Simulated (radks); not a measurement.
Results of a calculation; reference values are marked as such.
How relativity changes the ionisation of the mercury ion Hg+ ([Xe] 4f14 5d10 6s1) to Hg2+ ([Xe] 4f14 5d10). Spin-unpolarised spherical Kohn-Sham, BLYP, point nucleus unless stated (finite: rms radius 5.4648 fm), a radial shooting solver on a logarithmic mesh with Libxc functionals. A level marked "c x" has the speed of light scaled by that factor.

level,E(Hg+) (hartree),E(Hg2+) (hartree),IE (eV),HOMO,<r> HOMO (bohr)
non-rel.,-18413.2692,-18412.6754,16.156,6s,2.854
scalar-rel.,-19623.3488,-19622.6478,19.073,6s,2.521
"scalar-rel., finite nucleus",-19618.6082,-19617.9077,19.063,6s,2.522
Dirac,-19662.8086,-19662.1074,19.080,6s1/2,2.522
"Dirac, finite nucleus",-19658.0112,-19657.3104,19.070,6s1/2,2.523
"Dirac, c x 0.85",-20304.8281,-20304.0628,20.823,6s1/2,2.372
"Dirac, c x 2",-18684.2347,-18683.6196,16.738,6s1/2,2.778
"Dirac, c x 10",-18423.6926,-18423.0980,16.178,6s1/2,2.851

NIST Atomic Spectra Database: 18.757 eV (measured). The relativistic part of the total energy of Hg+ is -1245 hartree (Dirac, finite nucleus), 6.8 % of the non-relativistic value. Spin polarisation and multiplet splitting of open shells are left out at every level.

Beside tabulated values, note that relativity, absent from the non-relativistic runs, is large for the heavy elements, and spin-unpolarised runs miss the spin-polarisation part of the exchange energy of open shells.
